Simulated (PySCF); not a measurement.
Gas-phase reaction: GeH₄ + 2 I₂ = GeI₄ + 4 H

Energies from PySCF (xtb for GFN2), thermal terms from the rigid-rotor harmonic-oscillator model, ideal gas at 1 bar. † marks an energy on the PBE0/def2-TZVP geometry and frequencies; other levels use their own. Open shells (unrestricted): H (multiplicity 2); the rest are closed-shell singlets. GFN2 has no spin-polarisation term. I: scalar-relativistic def2 core potential, no spin-orbit coupling. Ge: all electrons, no relativistic terms.

| level | ΔH°(298 K), kJ |
|---|---|
| BLYP/def2-TZVP† | 626 |
| GFN2-xTB | [?] |
| HF/def2-TZVP† | 407 |
| PBE0/def2-QZVP† | 561 |
| PBE0/def2-SVP† | 537 |
| r2SCAN/def2-TZVP† | [?] |
| LDA/def2-TZVP† | [?] |
| ωB97M-V/def2-TZVP† | [?] |

**Question.** What belongs in the gaps?

**Answer.** 
- GFN2-xTB, ΔH°(298 K), kJ: 717
- r2SCAN/def2-TZVP†, ΔH°(298 K), kJ: 558
- LDA/def2-TZVP†, ΔH°(298 K), kJ: 622
- ωB97M-V/def2-TZVP†, ΔH°(298 K), kJ: 576
